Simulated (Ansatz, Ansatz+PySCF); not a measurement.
```yaml
atoms:
  - { symbol: C, position_ang: [0.0000, 0.0000, 0.0000] }
  - { symbol: H, position_ang: [1.0903, 0.0000, 0.0000] }
  - { symbol: H, position_ang: [-0.5452, 0.9443, 0.0000] }
  - { symbol: H, position_ang: [-0.5452, -0.9443, 0.0000] }
  - { symbol: C, position_ang: [30.0000, 0.0000, 0.0000] }
  - { symbol: H, position_ang: [29.5806, 0.9369, 0.3677] }
  - { symbol: H, position_ang: [30.5289, -0.0236, -0.9532] }
  - { symbol: H, position_ang: [29.8905, -0.9133, 0.5855] }
```

Basis set: cc-pVDZ (spherical functions). Left uncorrelated: 2 orbitals. Correlation on ROHF uses semicanonical orbitals with singles. Charge 0, multiplicity 3.

Computed with Ansatz (development build ahead of 0.2.0); each method stands on the lowest determinant of its kind that the runs found. Restricted functionals stand beside restricted open-shell atoms, which can lie above the unrestricted atoms usual in DFT and then raise those values.

Problem. Give the atomization energy at this shape (free ground-state atoms in the same class of orbitals less the molecule, no zero-point energy) of triplet C₂H₆ in separate pieces by ωB97X (unrestricted), ωB97X (restricted open-shell), r²SCAN (unrestricted), PBE0 (unrestricted), PBE (unrestricted), UHF-CCSD(T), ROHF-MP2, UHF-MP2, UHF.

Solution.

| method | atomization energy |
| --- | --- |
| ωB97X (unrestricted) | 26.09 eV |
| ωB97X (restricted open-shell) | 26.14 eV |
| r²SCAN (unrestricted) | 26.54 eV |
| PBE0 (unrestricted) | 26.30 eV |
| PBE (unrestricted) | 26.41 eV |
| UHF-CCSD(T) | 24.93 eV |
| ROHF-MP2 | 24.76 eV |
| UHF-MP2 | 24.73 eV |
| UHF | 20.64 eV |

Caution for ωB97X (unrestricted), ωB97X (restricted open-shell), r²SCAN (unrestricted), PBE0 (unrestricted), PBE (unrestricted): charge can spread falsely over distant fragments.
